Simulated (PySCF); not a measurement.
# Cost of excited-state runs on `FC([P@@](=NC)(C)CN(C)C)(F)F`, C₆H₁₄F₃N₂P

Cartesian coordinates in Å; atom numbers follow the order of the lines, from 1:
```xyz
26

C    -2.483   -1.378    1.660
N    -1.247   -0.656    1.421
P    -0.862    0.181    0.173
C    -1.018   -0.379   -1.574
C     0.845    0.808    0.376
N     1.734   -0.070   -0.357
C     3.008    0.563   -0.637
C     1.911   -1.329    0.337
C    -1.846    1.839   -0.036
F    -3.141    1.585   -0.281
F    -1.789    2.545    1.101
F    -1.424    2.655   -1.018
H    -3.335   -0.706    1.782
H    -2.718   -2.092    0.868
H    -2.343   -1.928    2.591
H    -0.626    0.373   -2.255
H    -0.450   -1.300   -1.681
H    -2.070   -0.567   -1.794
H     0.895    1.813   -0.055
H     1.066    0.865    1.455
H     3.614   -0.120   -1.230
H     3.563    0.822    0.277
H     2.844    1.470   -1.217
H     2.457   -2.018   -0.306
H     2.463   -1.210    1.281
H     0.930   -1.744    0.564
```

PySCF with density fitting, on 1 thread of an Intel Xeon, shared host. Command: `OMP_NUM_THREADS=1 python excited_run.py task.json out`

Task: How long does each of these runs take, and how much memory?
- magnetisability and related constants, PBE0/3-21G; usual settings
- magnetisability and related constants, PBE0/pcSseg-1; usual settings

Result: 
```
                                  run          level  basis functions  wall time  peak memory (GiB)
magnetisability and related constants     PBE0/3-21G              140       73 s                0.9
magnetisability and related constants  PBE0/pcSseg-1              281    3.3 min                1.4
```
Times from a shared host are rough.
